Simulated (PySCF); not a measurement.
¹⁵N chemical shifts

Calculated, not measured (PySCF 2.14.0 with density-fitted response routines): GIAO PBE0/pcSseg-1 shieldings, coordinates at the GFN2-xTB level. Gas phase, one computed conformer, no relativistic terms, rapidly exchanging positions averaged.

Shieldings were converted by a linear fit to measured shifts: ¹⁵N: δ = -148.07 − 0.921σ (rms 6.3 ppm, 71 shifts vs CH3NO2, solution or neat liquid). Occasional misses reach two or three times the rms, and more in compound classes unlike the fitted ones.

Problem. Give the ¹⁵N shifts of `[SiH3]N[Si@@H]1CC[Si@H](S)N1`.

Solution. 
| compound | environment | δ (ppm) |
| --- | --- | --- |
| [SiH3:1][NH:2][Si@@H:3]1[CH2:4][CH2:5][Si@H:6]([SH:7])[NH:8]1 | N8: nitrogen bonded to 2 Si, H, in a 5-membered ring | -338.4 |
| [SiH3:1][NH:2][Si@@H:3]1[CH2:4][CH2:5][Si@H:6]([SH:7])[NH:8]1 | N2: nitrogen bonded to 2 Si, H | -374.1 |

Problem. Order these by ¹⁵N shift, lowest first.
A. C#CC[C@H](C)NC(=O)[SiH3]
B. C=N[C@@H]1C[SiH2]C(=C)CO1
C. CO/C(=C/[SiH2]C)CC#N

Solution. A (-237.2 ppm, amide-type nitrogen), C (-117.7 ppm, nitrile nitrogen), B (-19.7 ppm, imine nitrogen).
